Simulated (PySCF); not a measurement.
Nb (niobium, neutral): UHF calculation

Configuration: [Kr] 4d4 5p1, one real determinant (an excited configuration). Computed with PySCF 2.14 in def2-TZVPPD with the def2 core potential (28 electrons) (6s4p3d2f1g, 56 functions), with a scalar-relativistic core potential.

* Total energy: -56.229423 hartree
* One-electron energy: -95.6472 hartree
* Hartree (Coulomb) energy: 45.7999 hartree
* Exchange energy: -6.3822 hartree
* ⟨S²⟩: 8.7538
* ⟨L²⟩: 8.026
* Sum of ⟨r⟩: 23.94 bohr
* Sum of ⟨r²⟩: 67.94 bohr²
* Traceless quadrupole moment −½Σ⟨3z² − r²⟩ along its main axis: -11.5 e·bohr²

| shell | electrons | mean orbital energy (eV) | spread (eV) | rms radius, mean of both spins (bohr) |
| --- | --- | --- | --- | --- |
| 4s α | 1 | -76.486 | 0 | 1.25 |
| 4s β | 1 | -72.041 | 0 | 1.25 |
| 4p α | 3 | -47.858 | 0.818 | 1.41 |
| 4p β | 3 | -41.709 | 1.074 | 1.41 |
| 4d α | 4 | -9.224 | 0.710 | 2.26 |
| 5p α | 1 | -3.344 | 0 | 5.70 |

⟨L²⟩ = 8.03 against 12 for a pure F term, so this real determinant mixes terms. Energies and moments cover only the electrons outside the core potential.
